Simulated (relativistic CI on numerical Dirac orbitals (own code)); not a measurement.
# Level scheme of Hg31+

Computed by Dirac-Coulomb-Breit CI, KLI orbitals optimised for each configuration, a model potential for QED, unscaled Slater integrals (own radial code, finite nucleus).

Configuration list (outside the closed core [Ar] 3d10): 4s²4p⁶4d¹⁰4f³, 4s²4p⁶4d⁹4f⁴, 4s²4p⁶4d¹⁰4f²5s, 4s²4p⁶4d¹⁰4f²5p, 4s²4p⁶4d¹⁰4f5s², 4s²4p⁵4d¹⁰4f⁴, 4s²4p⁶4d¹⁰4f5s5p, 4s²4p⁶4d¹⁰4f²5d, 4s²4p⁶4d¹⁰4f5p², 4s4p⁶4d¹⁰4f⁴, 4s²4p⁶4d¹⁰4f5s5d, 4s²4p⁶4d⁹4f³5s, 4s²4p⁴4d¹⁰4f⁵, 4s²4p⁶4d⁹4f²5s², 4s²4p⁶4d¹⁰4f²5f, 4s²4p⁶4d¹⁰4f5p5d, 4s²4p⁶4d⁹4f³5p, 4s²4p⁶4d¹⁰4f²6s, 4s²4p⁶4d¹⁰4f5d², 4s²4p⁶4d¹⁰4f²5g, 4s²4p⁶4d¹⁰4f²6p, 4p⁶4d¹⁰4f⁵, 4s²4p⁶4d¹⁰4f²6d, 4s²4p⁵4d¹⁰4f²5s², 4s²4p⁵4d¹⁰4f³5s, 4s²4p⁶4d¹⁰4f²7s, 4s²4p⁶4d¹⁰4f²6g, 4s4p⁶4d¹⁰4f²5s², 4p⁶4d¹⁰4f⁴5s. Levels of other configurations are missing.

```tsv
No.	Configuration	Term	J	E (cm⁻¹)	%	Lifetime (s)	jj configuration (%)
41	4s²4p⁶4d¹⁰4f³	²F°	5/2	310927	98	1.74e-04	4f5/2 4f7/2^2 (81)
42	4f²(3H)5s	⁴H	7/2	1580391	87	6.07e-07	4f5/2^2 5s (97)
43	4f²(3H)5s	⁴H	9/2	1587110	48	4.17e-07	4f5/2^2 5s (96)
44	4f²(3F)5s	⁴F	3/2	1605185	83	5.48e-07	4f5/2^2 5s (89)
45	4f²(3F)5s	⁴F	5/2	1610797	53	2.02e-07	4f5/2^2 5s (88)
46	4f²(3H)5s	⁴H	11/2	1627827	84	6.57e-07	4f5/2 4f7/2 5s (98)
47	4f²(3H)5s	⁴H	9/2	1631231	50	7.92e-07	4f5/2 4f7/2 5s (96)
48	4f²(3F)5s	⁴F	7/2	1641074	82	4.26e-07	4f5/2 4f7/2 5s (99)
49	4f²(3F)5s	⁴F	9/2	1643727	44	3.51e-07	4f5/2 4f7/2 5s (98)
50	4f²(3F)5s	²F	5/2	1648400	56	3.46e-07	4f5/2 4f7/2 5s (95)
51	4f²(3F)5s	²F	7/2	1649508	44	3.46e-07	4f5/2 4f7/2 5s (97)
52	4f²(3H)5s	⁴H	13/2	1659494	87	4.76e-07	4f7/2^2 5s (53)
53	4f²(3H)5s	²H	11/2	1669943	69	4.28e-07	4f5/2 4f7/2 5s (57)
54	4f²(3P)5s	⁴P	1/2	1677682	76	2.92e-07	4f5/2^2 5s (83)
55	4f²(3P)5s	⁴P	5/2	1683447	44	2.09e-07	4f5/2 4f7/2 5s (89)
56	4f²(1D)5s	²D	3/2	1686024	49	2.87e-07	4f5/2 4f7/2 5s (82)
57	4f²(3F)5s	⁴F	9/2	1693068	51	4.40e-07	4f7/2^2 5s (99)
58	4f²(3F)5s	²F	7/2	1699962	54	4.91e-07	4f7/2^2 5s (98)
59	4f²(3P)5s	⁴P	3/2	1701365	75	1.77e-07	4f5/2 4f7/2 5s (96)
60	4f²(3P)5s	²P	1/2	1709942	82	2.29e-07	4f5/2 4f7/2 5s (95)
61	4f²(1I)5s	²I	13/2	1711210	87	2.91e-07	4f5/2 4f7/2 5s (53)
62	4f²(1I)5s	²I	11/2	1713036	80	2.14e-07	4f7/2^2 5s (55)
63	4f²(3P)5s	⁴P	5/2	1737496	54	2.69e-07	4f7/2^2 5s (95)
64	4f²(3P)5s	²P	3/2	1745120	60	2.08e-07	4f7/2^2 5s (88)
65	4f²(1S)5s	²S	1/2	1829129	88	1.44e-07	4f7/2^2 5s (87)
66	4d⁹4f⁴(5I)	⁶I	9/2	1848622	28	1.26e-09	4d5/2^5 4f5/2^4 (68)
67	4d⁹4f⁴(5I)	⁶H	7/2	1853007	35	5.06e-10	4d5/2^5 4f5/2^4 (64)
68	4d⁹4f⁴(5I)	⁶I	11/2	1864001	38	1.75e-09	4d5/2^5 4f5/2^3 4f7/2 (66)
69	4d⁹4f⁴(5I)	⁶H	5/2	1866554	49	1.81e-09	4d5/2^5 4f5/2^4 (53)
70	4d⁹4f⁴(5I)	⁶G	3/2	1876013	78	2.52e-09	4d5/2^5 4f5/2^4 (57)
71	4d⁹4f⁴(5I)	⁶I	13/2	1880759	41	3.23e-09	4d5/2^5 4f5/2^3 4f7/2 (54)
72	4d⁹4f⁴(5I)	⁶H	11/2	1887610	26	7.34e-10	4d5/2^5 4f5/2^4 (54)
73	4d⁹4f⁴(5I)	⁶H	9/2	1890105	28	1.96e-09	4d5/2^5 4f5/2^3 4f7/2 (59)
74	4d⁹4f⁴(3F)	⁴P	1/2	1890777	27	1.24e-09	4d5/2^5 4f5/2^4 (73)
75	4d⁹4f⁴(5G)	⁶F	3/2	1893610	23	1.60e-09	4d5/2^5 4f5/2^4 (64)
76	4d⁹4f⁴(5I)	⁴I	9/2	1896211	25	8.05e-10	4d5/2^5 4f5/2^3 4f7/2 (80)
77	4d⁹4f⁴(5F)	⁶D	5/2	1897375	35	3.14e-09	4d5/2^5 4f5/2^3 4f7/2 (62)
78	4d⁹4f⁴(5F)	⁶P	3/2	1897477	40	6.46e-09	4d5/2^5 4f5/2^3 4f7/2 (78)
79	4d⁹4f⁴(5I)	⁶I	15/2	1897479	36	1.24e-08	4d5/2^5 4f5/2^2 4f7/2^2 (47)
80	4d⁹4f⁴(5G)	⁶F	7/2	1897945	34	1.29e-09	4d5/2^5 4f5/2^3 4f7/2 (69)
81	4d⁹4f⁴(5G)	⁶H	13/2	1901341	28	2.23e-09	4d5/2^5 4f5/2^3 4f7/2 (42)
82	4d⁹4f⁴(5G)	⁶F	5/2	1902581	33	7.11e-10	4d5/2^5 4f5/2^4 (42)
83	4d⁹4f⁴(5I)	⁶G	7/2	1905782	27	1.80e-10	4d5/2^5 4f5/2^3 4f7/2 (75)
84	4d⁹4f⁴(5I)	⁶G	5/2	1909467	51	8.49e-10	4d5/2^5 4f5/2^3 4f7/2 (66)
85	4d⁹4f⁴(5I)	⁶K	17/2	1915059	34	8.52e-09	4d5/2^5 4f5/2^3 4f7/2 (43)
```

Energies count from the lowest computed level; ° marks odd parity; lifetimes are radiative, by E1, M1, E2, M2 decay to levels of this space only. Percentages are summed over parent terms; the parents shown are those of the largest component, closed shells are left out there. Filled j subshells are mostly left out of the jj labels.

The mean weight of the leading LS term, summed over parents, in these 45 levels is 53 %, and that of the leading jj configuration (from the same eigenvectors) 75 %, so jj coupling describes them better and the LS labels are nominal.

At this charge energies of transitions that change n are usually good to better than 1 %, and those within a shell (Δn = 0) to a few per cent. Terms inside the open d or f shell come out 10 to 20 % too wide with unscaled integrals.

LS names give the leading component of a level, which can be under half, so a name can repeat, a term be missing and a line seem to break the LS rules.
